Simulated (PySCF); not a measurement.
Work out the structure from these simulated measurements.

Elements present: C, Cl, H and Si. Monoisotopic mass: 163.9616 u.

| Property | Result |
| --- | --- |
| 13C NMR | chemical shifts (computed TMS as zero) by class: 168.8 (1 C), 158.1 (1 C), 135.3 (1 C), 126.0 (1 C), 86.5 (1 C) ppm [GIAO B3LYP/pcSseg-1] |
| UV, strongest line | among the 10 lowest singlet transitions: S8 at 6.47 eV (192 nm, f = 0.287) [TDDFT PBE0/def2-SVPD] |
| Polarisability | 112.7 au [PBE0/def2-SVPD] |
| Rotational structure | rotational constants A, B, C: 2.147, 0.708, 0.644 GHz [PBE0-D3(BJ)/def2-SVP] |
| UV, first state | lowest singlet excitation: 4.44 eV (279 nm, f = 0.045) [TDDFT PBE0/def2-SVPD] |
| 1H NMR | chemical shifts (computed TMS as zero) by class: 7.48 (1 H), 6.33 (1 H), 6.18 (1 H), 5.77 (1 H), 4.63 (2 H) ppm [GIAO B3LYP/pcSseg-1] |

Electronic properties: PySCF, gas phase, density fitting. Levels stand in brackets. Geometry: PBE0-D3(BJ)/def2-SVP, one conformer, isolated molecule. NMR classes are plain means over equivalent atoms (diastereotopic ones count apart unless rotation or inversion swaps them), as if these changed places fast.

**Question.** Which formula fits the mass and the elements?

**Answer.** C5H6Cl2Si (calculated 163.9616). No other formula that holds each of these elements comes within 0.0003 u with a fitting electron parity and a possible valence count.

**Question.** Propose a structure and show how it fits.

**Answer.** Numbering: `[Cl:1][CH:2]([Cl:3])[C:4]1=[CH:5][SiH2:6][CH:7]=[CH:8]1`. Its formula, C5H6Cl2Si, gives 3 degrees of unsaturation: 1 ring and 2 π bonds in the structure found. 5 carbons fall into 5 classes; from least to most shielded: fully substituted alkene carbon [C4] (168.8 ppm), alkene CH carbon [C8] (158.1 ppm), alkene CH carbon [C7] (135.3 ppm), alkene CH carbon [C5] (126.0 ppm), CHCl2 carbon [C2] (86.5 ppm). Hydrogen classes from least to most shielded: 1 H on an alkene CH carbon, C8 (7.48 ppm), 1 H on an alkene CH carbon, C7 (6.33 ppm), 1 H on a CHCl2 carbon, C2 (6.18 ppm), 1 H on an alkene CH carbon, C5 (5.77 ppm), 2 H on an SiH2 silicon, Si6 (4.63 ppm). S1 is mainly HOMO→LUMO (weight 0.98); the largest Löwdin shares of the orbital it empties are 0.26 on an alkene CH carbon, 0.25 on an alkene CH carbon, 0.18 on an alkene CH carbon and 0.17 on the fully substituted alkene carbon, of the orbital it fills 0.21 on an alkene CH carbon, 0.19 on the fully substituted alkene carbon, 0.15 on an alkene CH carbon and 0.13 on an alkene CH carbon. The optimised geometry has point group Cs and is an asymmetric top. Structure: `ClC(Cl)C1=C[SiH2]C=C1`. Computed isomers that give other values at the same levels: `ClC(Cl)C1=CC=C[SiH2]1` (rotational constant A: 1.942 GHz; this holds for the one conformer computed). The assignments are read from this structure; whether some other isomer fits the data as well wasn't checked. NMR values of atoms bound to several Cl lack the spin–orbit term that these neighbours bring.

The values belong to the conformer `[Cl:1][CH:2]([Cl:3])[C:4]1=[CH:5][SiH2:6][CH:7]=[CH:8]1`: Cl1–C2–C4–C5 -119°.
